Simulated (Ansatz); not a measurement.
`[NH2][Zr]([F])([Cl])[I]`, relaxed with RKS PBE0-D4/def2-TZVP in Ansatz 0.2.0 from a PBE-D4/def2-SVP geometry. The force threshold is 0.005 eV/Å; the program also tests the step.

Charge 0, multiplicity 1. Zr, I: def2 effective core potential.

Start:

```xyz
7

N     0.723   -0.411    0.972
Zr   -0.253    0.266   -0.644
F     0.779   -0.265   -2.152
Cl   -0.553    2.593   -0.387
I    -2.710   -0.944   -0.703
H     0.532   -0.134    1.943
H     1.482   -1.105    0.972
```

Task: By how much does the energy fall, and how many steps does the optimiser take? (Best estimate.)

Result: Computed: 2.09 kJ/mol, in 5 steps.

Task: Which bonds change most? (Best estimate.)

Result: Ansatz gave: Zr2–F3 from 1.903 to 1.886 Å; N1–H7 from 1.028 to 1.012 Å; N1–H6 from 1.028 to 1.012 Å; Zr2–Cl4 from 2.360 to 2.344 Å.

Task: Give the relaxed structure. (Estimate.)

Result: The calculation gave: 
```xyz
7

N     0.720   -0.414    0.974
Zr   -0.259    0.253   -0.630
F     0.771   -0.250   -2.128
Cl   -0.530    2.571   -0.407
I    -2.712   -0.935   -0.700
H     0.513   -0.165    1.933
H     1.499   -1.060    0.957
```
